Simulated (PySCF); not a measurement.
GaO, SMILES [O]=[Ga], multiplicity 2.

Geometry: PBE0-D3(BJ)/def2-TZVPD.

Two levels are set side by side: PBE/def2-TZVPD (PySCF) and B3LYP/def2-TZVPD (PySCF). Same geometry, gas phase. Differences are taken from unrounded values.

```tsv
quantity	PBE
α-spin orbital gap (eV)	4.66
β-spin orbital gap (eV)	0.99
dipole moment (D)	3.70
mean polarisability (bohr³)	39.5
```

Task: These are the PBE values. What does B3LYP give? (Estimate from the structure and the level; the computed values follow.)

Result: 
```tsv
quantity	B3LYP	PBE minus B3LYP
α-spin orbital gap (eV)	6.32	-1.65
β-spin orbital gap (eV)	3.00	-2.00
dipole moment (D)	3.78	-0.08
mean polarisability (bohr³)	41.4	-1.8
```

Rough cost on one machine, each run with all the roots and properties that it gave: B3LYP against PBE within a factor of 2.
